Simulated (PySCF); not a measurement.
From computed data to an observable: dipole moment from atomic charges

Te(Cl)(SMe) (CH₃ClSTe), SMILES S([Te]Cl)C. Atoms are numbered in the order given.

```xyz
7

Te     0.2312     0.0321     0.7354
Cl     0.8228     1.9406    -0.6324
S     -0.3835    -1.5692    -0.9270
C     -2.0968    -1.0877    -1.3709
H     -2.7620    -1.1350    -0.4987
H     -2.4285    -1.8126    -2.1299
H     -2.1029    -0.0784    -1.8033
```

The structure is a stationary point at B3LYP-D3(BJ)/def2-SVP. This is a generated structure with no PubChem entry under its InChIKey; it may be hypothetical. The def2 effective core potentials stand for the cores of Te; spin–orbit coupling is left out. The values are those of a single conformer.

Charges (e) from PBE/def2-TZVP (PySCF):

```json
[
 {"atom": "Te1", "ESP fit": "0.163", "Mulliken": "0.286"},
 {"atom": "Cl2", "ESP fit": "-0.179", "Mulliken": "-0.275"},
 {"atom": "S3", "ESP fit": "-0.101", "Mulliken": "-0.133"},
 {"atom": "C4", "ESP fit": "-0.283", "Mulliken": "-0.329"},
 {"atom": "H5", "ESP fit": "0.110", "Mulliken": "0.148"},
 {"atom": "H6", "ESP fit": "0.173", "Mulliken": "0.142"},
 {"atom": "H7", "ESP fit": "0.116", "Mulliken": "0.161"}
]
```

The dipole moment of the full density is 2.65 D.

Task: What dipole moment does each set of point charges give, and which comes closer to that of the density?

Result: 
μ = Σ q r, and 1 e Å = 4.8032 D.
ESP fit: Σ q r = (-0.445, -0.323, 0.082) e Å, |μ| = 2.67 D.
Mulliken: Σ q r = (-0.511, -0.396, 0.292) e Å, |μ| = 3.41 D.
ESP fit comes closer in size. Point charges leave out the atoms' own dipoles (lone pairs, polarised bonds); fits to the potential absorb them, partitions of the density don't.
